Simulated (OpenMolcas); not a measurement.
## W: input and output

Input:

```
&GATEWAY
Coord
1

W 0.0 0.0 0.0
Basis=ANO-RCC-VTZP
Group=XYZ
NoMove
AngMom=0.0 0.0 0.0
AMFI
&SEWARD
&RASSCF
FileOrb=start.orb
Symmetry=1
Spin=5
nActEl=4 0 0
Inactive=16 19
Ras2=5 0
CIRoot=5 5 1
SDav=5
CIMx=300
Iter=120 100
PrWF=0.3
OrbListing=Nothing
MaxOrb=0
Atom
>>> COPY $Project.JobIph JOB001
&RASSCF
FileOrb=start.orb
Symmetry=1
Spin=3
nActEl=4 0 0
Inactive=16 19
Ras2=5 0
CIRoot=45 45 1
SDav=45
CIMx=300
Iter=120 100
PrWF=0.3
OrbListing=Nothing
MaxOrb=0
Atom
>>> COPY $Project.JobIph JOB002
&RASSCF
FileOrb=start.orb
Symmetry=1
Spin=1
nActEl=4 0 0
Inactive=16 19
Ras2=5 0
CIRoot=50 50 1
SDav=50
CIMx=300
Iter=120 100
PrWF=0.3
OrbListing=Nothing
MaxOrb=0
Atom
>>> COPY $Project.JobIph JOB003
&RASSI
NrOfJobIphs=3 5 45 49
1 2 3 4 5
1 2 3 4 5 6 7 8 9 10 11 12 13 14 15 16 17 18 19 20 21 22 23 24 25 26 27
28 29 30 31 32 33 34 35 36 37 38 39 40 41 42 43 44 45
1 2 3 4 5 6 7 8 9 10 11 12 13 14 15 16 17 18 19 20 21 22 23 24 25 26 27
28 29 30 31 32 33 34 35 36 37 38 39 40 41 42 43 44 45 46 47 48 49
IphNames
JOB001
JOB002
JOB003
EJob
SpinOrbit
DIPRint=1.0
SOCoupling=1000.0
Subsets=2
MEES
Property=10
'ANGMOM' 1 'ANGMOM' 2 'ANGMOM' 3 'MLTPL  1' 1 'MLTPL  1' 2 'MLTPL  1' 3
'AMFI' 1 'AMFI' 2 'AMFI' 3 'MLTPL  2' 6
SOProperty=3
'ANGMOM' 1 'ANGMOM' 2 'ANGMOM' 3
```

Launched by
```bash
OMP_NUM_THREADS=1 MOLCAS_MEM=1689 MOLCAS_PROJECT=a pymolcas a.inp > a.log  # once for each step of the input, in one work folder
```

A driver script runs the steps one by one and writes start.orb anew before each from the orbitals found so far.

Output, cut to the results:

```
--- SEWARD ---
Basis set label: W.ANO-RCC...8S7P5D3F2G1H.

      Electronic valence basis set:
      ------------------
      Associated Effective Charge  74.000000 au
      Associated Actual Charge     74.000000 au
      Nuclear Model: Point charge

      Shell  nPrim  nBasis  Cartesian Spherical Contaminant
         s      24       8        X
         p      21       7        X
         d      15       5                 X
         f      11       3                 X
         g       4       2                 X
         h       2       1                 X
                  Relativistic Douglas-Kroll-Hess integrals:
                    - DKH order of Hamiltonian: 2
                    - DKH order of Properties : 0
                  Atomic mean-field integrals
--- RASSCF ---
Wave function specifications:
      -----------------------------

      Number of closed shell electrons          70
      Number of electrons in active shells       4
      Max number of holes in RAS1 space          0
      Max nr of electrons in RAS3 space          0
      Number of inactive orbitals               35
      Number of active orbitals                  5
      Number of secondary orbitals              64
      Spin quantum number                      2.0
      State symmetry                             1
Orbital specifications:
      -----------------------

      Symmetry species                           1   2
                                                ag  au
      Frozen orbitals                            0   0
      Inactive orbitals                         16  19
      Active orbitals                            5   0
      RAS1 orbitals                              0   0
      RAS2 orbitals                              5   0
      RAS3 orbitals                              0   0
      Secondary orbitals                        30  34
      Deleted orbitals                           0   0
      Number of basis functions                 51  53
      Number of CSFs                             5
      Number of root(s) required                 5
      Iter CI   SX   CI       RASSCF       Energy    max ROT     max BLB   max BLB  Level Ln srch  Step   QN
          iter iter root      energy       change     param      element    value   shift minimum  type update
 Nr of preliminary CI iterations:   1
      Total energies have been shifted. Add               -16000.00 au
        1   1   10    0  -127.34923546    0.00E+00   4.48E-02   21  28 1  2.18E-02*  0.07   0.00    SX    NO
        2   1   11    0  -127.35282545   -3.59E-03* -1.48E-02   17  23 2  2.39E-02*  0.07   0.00    SX    NO
        3   1   11    0  -127.35314248   -3.17E-04*  1.19E-02   16  35 2  2.87E-02*  0.07   0.00    SX    NO
        4   1   11    0  -127.35310896    3.35E-05*  8.63E-03   12  31 2 -3.29E-02*  0.07   0.00    SX    NO
        5   1   11    0  -127.35299415    1.15E-04*  6.06E-03   16  35 2  3.66E-02*  0.07   0.48    SX   YES
        6   1   10    0  -127.35368256   -6.88E-04*  1.42E-03   12  31 2 -1.52E-02*  0.07   0.71    QN   YES
        7   1    7    0  -127.35382302   -1.40E-04* -3.91E-04   16  22 1 -3.80E-04*  0.07   1.01    QN   YES
        8   1    7    0  -127.35382323   -2.09E-07* -3.20E-04   16  22 1 -1.43E-04*  0.07   1.52    QN   YES
        9   1    5    0  -127.35382328   -5.78E-08*  8.45E-06   14  40 2 -2.81E-05   0.07   0.95    QN   YES
       10   1    4    0  -127.35382328   -6.55E-10   1.04E-06   13  32 2 -1.91E-06   0.07   0.95    QN   YES
      Convergence after 10 iterations
       11   1    4    0  -127.35382328    1.82E-12   1.04E-06   16  23 1 -2.69E-07   0.07   0.95    QN   YES
      Natural orbitals and occupation numbers for root  1
      sym 1:   1.000000   1.000000  -0.000000   1.000000   1.000000
      Natural orbitals and occupation numbers for root  2
      sym 1:   1.000000   1.000000  -0.000000   1.000000   1.000000
      Natural orbitals and occupation numbers for root  3
      sym 1:   1.000000   1.000000   1.000000   0.000000   1.000000
::    RASSCF root number  1 Total energy: -16127.35382328
::    RASSCF root number  2 Total energy: -16127.35382328
::    RASSCF root number  3 Total energy: -16127.35382328
::    RASSCF root number  4 Total energy: -16127.35382328
::    RASSCF root number  5 Total energy: -16127.35382328
--- RASSCF ---
Wave function specifications:
      -----------------------------

      Number of closed shell electrons          70
      Number of electrons in active shells       4
...
--- RASSI ---
SPIN-FREE ENERGIES:
  (Shifted by EMIN (a.u.) =     -16127.3538232845)

 SF State       Relative EMIN(au)   Rel lowest level(eV)    D:o, cm**(-1)      L_eff

     1             0.0000000000        0.0000000000              0.0000         2.0
     2             0.0000000000        0.0000000000              0.0000         2.0
     3             0.0000000000        0.0000000000              0.0000         2.0
     4             0.0000000000        0.0000000000              0.0000         2.0
     5             0.0000000000        0.0000000000              0.0000         2.0
     6             0.0604974091        1.6462183671          13277.6466         5.0
     7             0.0604974091        1.6462183671          13277.6466         5.0
     8             0.0604974091        1.6462183671          13277.6466         5.0
     9             0.0604974091        1.6462183671          13277.6466         5.0
    10             0.0604974091        1.6462183671          13277.6466         5.0
    11             0.0604974091        1.6462183671          13277.6466         5.0
    12             0.0604974091        1.6462183671          13277.6466         5.0
    13             0.0604974091        1.6462183671          13277.6466         5.0
    14             0.0604974091        1.6462183671          13277.6466         5.0
    15             0.0604974091        1.6462183671          13277.6466         5.0
    16             0.0604974091        1.6462183671          13277.6466         5.0
    17             0.0678525602        1.8463622241          14891.9156         1.0
    18             0.0678525602        1.8463622241          14891.9156         1.0
    19             0.0678525602        1.8463622241          14891.9156         1.0
    20             0.0693989036        1.8884403708          15231.2988         3.0
    21             0.0693989036        1.8884403708          15231.2988         3.0
...
```

Levels above the lowest, from the spin-orbit matrix, grouped by J:

| Configuration | Term | J | E (cm⁻¹) | Measured (cm⁻¹) | Term weight % | Second |
| --- | --- | --- | --- | --- | --- | --- |
| 5d⁴ 6s² | ⁵D | 0 | 0.0 | 0.0 | 84 | 14 ³P(1) |
| 5d⁴ 6s² | ⁵D | 1 | 1445 | 1670 | 92 | 7 ³P(1) |
| 5d⁴ 6s² | ⁵D | 2 | 3200 | 3326 | 96 |  |
| 5d⁴ 6s² | ⁵D | 3 | 4940 | 4830 | 96 | 3 ³F(1) |
| 5d⁴ 6s² | ⁵D | 4 | 6572 | 6219 | 90 | 9 ³F(1) |
| 5d⁴ 6s² | ³P(1) | 0 | 13787 | 9258 | 74 | 15 ⁵D |
| 5d⁴ 6s² | ³H | 4 | 14916 |  | 66 | 14 ³G |
| 5d⁴ 6s² | ³H | 5 | 17556 |  | 84 | 16 ³G |
| 5d⁴ 6s² | ³G | 3 | 17949 |  | 58 | 37 ³F(1) |
| 5d⁴ 6s² | ³P(1) | 1 | 18003 | 13307 | 89 | 6 ⁵D |
| 5d⁴ 6s² | ³F(1) | 2 | 18716 |  | 86 | 9 ¹D(1) |
| 5d⁴ 6s² | ³H | 6 | 18958 |  | 85 | 15 ¹I |
| 5d⁴ 6s² | ³F(1) | 4 | 20457 |  | 42 | 27 ³G |
| 5d⁴ 6s² | ³P(1) | 2 | 22412 | 19254 | 71 | 26 ³D |
| 5d⁴ 6s² | ³G | 4 | 22470 |  | 48 | 28 ¹G(1) |
| 5d⁴ 6s² | ³F(1) | 3 | 23082 |  | 60 | 36 ³G |
| 5d⁴ 6s² | ³G | 5 | 24788 |  | 84 | 16 ³H |
| 5d⁴ 6s² | ³D | 3 | 25675 |  | 86 | 6 ¹F |
| 5d⁴ 6s² | ¹I | 6 | 26669 |  | 85 | 15 ³H |
| 5d⁴ 6s² | ³D | 2 | 26711 |  | 48 | 20 ¹D(1) |
| 5d⁴ 6s² | ³D | 1 | 27858 |  | 94 | 4 ³P(1) |
| 5d⁴ 6s² | ¹G(1) | 4 | 30338 |  | 61 | 19 ³F(1) |
| 5d⁴ 6s² | ¹S | 0 | 31847 |  | 85 | 12 ³P(1) |
| 5d⁴ 6s² | ¹D(1) | 2 | 33143 |  | 57 | 17 ³D |

Against the 7 measured excited levels shown (NIST Handbook of Basic Atomic Spectroscopic Data) the mean absolute deviation is 1900 cm-1; the largest miss in energy is 5d⁴ 6s² ³P₁(1): computed 18003, measured 13307 cm⁻¹ (+35.3 %), and the largest in proportion 5d⁴ 6s² ³P₀(1) [74 %] (+48.9 %).

Some high roots are left out of the spin-orbit mixing, which shifts the levels that they would mix with. Without dynamic correlation excited terms often stand tens of per cent too high (terms of higher spin than the ground term too low), and those without a measured partner can miss by more than the paired ones. Some levels mix across a computed gap that differs much from the measured one, so their mixing is not that of the real levels. With the s shell closed, the reference lacks s² → p², s² → d² and s → d mixing, so excited terms can stand far too high and out of order, with CASPT2 too. Measured partners are found by configuration, term and J. A level has none where our copy of the source lacks it or the pairing is in doubt (some pairs that miss far off the trend of their configuration count as doubtful), and it then counts in no deviation. Levels of configurations outside the active space are missing. The first state left out of the spin-orbit step lies near 68000 cm-1 above the lowest spin-free state of the reference (among the parities and spins computed), and the list stops at four fifths of that energy or lower. The table shows the lowest 24 of 32 levels.

The term weight is that of the spin-free term in the level, not the purity of its configuration. A share in square brackets marks a mixed level and gives the weight of the term that names it. A number in round brackets counts repeated terms of one configuration in the order of the reference energies.
